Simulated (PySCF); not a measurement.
Be(NH2)(NMe2) (C2H8BeN2), SMILES [NH2][Be][N](C)C. The structure is a stationary point at PBE-D3(BJ)/def2-SVP. Other conformers were not sampled.

Problem. Give the equilibrium geometry at PBE-D3(BJ)/def2-SVP (PySCF confirms it by a frequency run) as bond lengths and angles, and its point group. (The exact figures need the calculation; the answer reports its results.)

Solution. Several could match; the one computed here: point group C2v.
Atoms: Be1 N2 H3 H4 N5 C6 C7 H8 H9 H10 H11 H12 H13. Bonded distances (Å): Be1–N2 1.508, Be1–N5 1.515, N2–H3 1.023, N2–H4 1.023, N5–C6 1.450, N5–C7 1.450, C6–H8 1.118, C6–H9 1.118, C6–H10 1.110, C7–H11 1.118, C7–H12 1.118, C7–H13 1.110. Bond angles (°): N2–Be1–N5 180.0, Be1–N2–H3 125.7, Be1–N2–H4 125.7, H3–N2–H4 108.7, Be1–N5–C6 123.6, Be1–N5–C7 123.6, C6–N5–C7 112.9, N5–C6–H8 112.2, N5–C6–H9 112.2, N5–C6–H10 110.9, H8–C6–H9 106.5, H8–C6–H10 107.4, H9–C6–H10 107.4, N5–C7–H11 112.2, N5–C7–H12 112.2, N5–C7–H13 110.9, H11–C7–H12 106.5, H11–C7–H13 107.4, H12–C7–H13 107.4.
Charge 0, spin multiplicity 1.
